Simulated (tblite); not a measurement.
C5H15NOSi.
Cartesian coordinates in Å at the GFN2-xTB level; atoms count from 1:
```xyz
23
C5H15NOSi angstrom
C      3.5787   -0.5878   -0.5056
O      2.8863    0.4291    0.1435
Si     1.4338    0.3547    0.8680
N      0.2400   -0.0253   -0.3089
C     -1.2017    0.0705   -0.1647
C     -1.6697    1.5107   -0.4159
C     -1.8510   -0.8677   -1.1902
C     -1.6037   -0.3580    1.2435
H      3.8094   -1.4022    0.1864
H      4.5122   -0.1711   -0.8884
H      3.0004   -0.9956   -1.3390
H      1.4390    1.7022    1.4363
H      1.3888   -0.6972    1.8888
H      0.5080    0.1611   -1.2666
H     -2.7483    1.5892   -0.3055
H     -1.1934    2.1796    0.2961
H     -1.4003    1.8280   -1.4213
H     -1.4983   -1.8848   -1.0378
H     -2.9330   -0.8536   -1.0876
H     -1.5981   -0.5620   -2.2038
H     -1.2374   -1.3598    1.4460
H     -2.6862   -0.3525    1.3410
H     -1.1804    0.3196    1.9788
```

Computed values, GFN2-xTB/tblite, gas phase, harmonic and unscaled. This tight-binding method is rough: wavenumbers can miss measured ones by several per cent, in bad cases by 10 to 20. Modes of hydrogen on silicon can be 10 to 20 % off. One conformer, not necessarily the lowest.

Harmonic wavenumbers (cm⁻¹): 38.5, 62.6, 80.2, 93.1, 161.6, 185.5, 192.5, 235.2, 262.8, 291.9, 308.8, 327.8, 405.2, 416.0, 471.0, 523.0, 564.4, 648.3, 733.7, 768.1, 798.9, 806.1, 871.0, 943.6, 954.3, 958.8, 1029.6, 1030.6, 1055.6, 1134.9, 1143.9, 1161.7, 1194.9, 1230.7, 1262.9, 1358.0, 1395.7, 1398.3, 1418.8, 1419.4, 1480.3, 1487.3, 1492.4, 1493.5, 1494.0, 1496.4, 1500.1, 1512.1, 2203.0, 2256.1, 2933.8, 2948.2, 2977.1, 3020.3, 3026.2, 3033.4, 3036.4, 3040.5, 3043.6, 3044.4, 3053.1, 3055.9, 3409.5.

A = 3167, B = 851.5, C = 805.6 MHz; mass 133.092 u (most abundant isotopes); point group C1, symmetry number 1.

Zero-point energy?

Half the sum of the wavenumbers: 42688 cm⁻¹ = 122.05 kcal/mol.

Give the ideal-gas entropy at 200 K and 1 bar in the rigid-rotor, harmonic-oscillator model (classical rotation).

Translation 38.61, rotation 28.19, vibration 25.36: S = 92.2 cal/(mol K).

And Cp and H(200 K) − H(0)?

Cp = 34.35 cal/(mol K), of which vibrations give 26.40 (their classical limit is 63 R = 125.2); H(200 K) − H(0) = 4.33 kcal/mol without the zero-point energy, 2.74 from vibrations.

What must be added to the electronic energy to get the Gibbs energy at 200 K and 1 bar?

ZPE + [H(200 K) − H(0)] − T·S = 122.05 + 4.33 − 18.43 = 107.95 kcal/mol.

Which modes carry the vibrational entropy at 200 K?

38.5 cm⁻¹: 4.54; 62.6 cm⁻¹: 3.59; 80.2 cm⁻¹: 3.11; 93.1 cm⁻¹: 2.82; 161.6 cm⁻¹: 1.80; 185.5 cm⁻¹: 1.56 cal/(mol K); the other 57 give 7.95 together.

Blend soft modes into free rotors: weight 1/[1 + (100 cm⁻¹/ν̃)⁴] for the oscillator and the rest for a rotor with moment μB/(μ + B), μ = h/(8π²ν), B = 10⁻⁴⁴ kg m². What vibrational entropy results?

23.32 cal/(mol K) in place of 25.36, which changes −T·S at 200 K by +0.41 kcal/mol.

How do the functions run with temperature in this model?

```json
{"T (K)": "100", "S (cal/(mol K))": "72.9", "Cp (cal/(mol K))": "22.3", "H − H(0) (kcal/mol)": "1.47", "G − H(0) (kcal/mol)": "-5.81", "ln q(vib)": "2.40"}
{"T (K)": "300", "S (cal/(mol K))": "108.2", "Cp (cal/(mol K))": "45.6", "H − H(0) (kcal/mol)": "8.33", "G − H(0) (kcal/mol)": "-24.14", "ln q(vib)": "9.25"}
{"T (K)": "500", "S (cal/(mol K))": "136.6", "Cp (cal/(mol K))": "66.5", "H − H(0) (kcal/mol)": "19.61", "G − H(0) (kcal/mol)": "-48.69", "ln q(vib)": "15.72"}
{"T (K)": "800", "S (cal/(mol K))": "172.9", "Cp (cal/(mol K))": "88.0", "H − H(0) (kcal/mol)": "43.04", "G − H(0) (kcal/mol)": "-95.28", "ln q(vib)": "24.77"}
{"T (K)": "1000", "S (cal/(mol K))": "193.6", "Cp (cal/(mol K))": "97.7", "H − H(0) (kcal/mol)": "61.65", "G − H(0) (kcal/mol)": "-131.98", "ln q(vib)": "30.36"}
```

q(vib) and H(0) count from the zero-point level.

Hindered rotation and anharmonicity are outside this model. Other conformers, if any are populated, would add a mixing term that is left out. The structure is chiral; the term R ln 2 for an equal mix with its mirror image is left out.
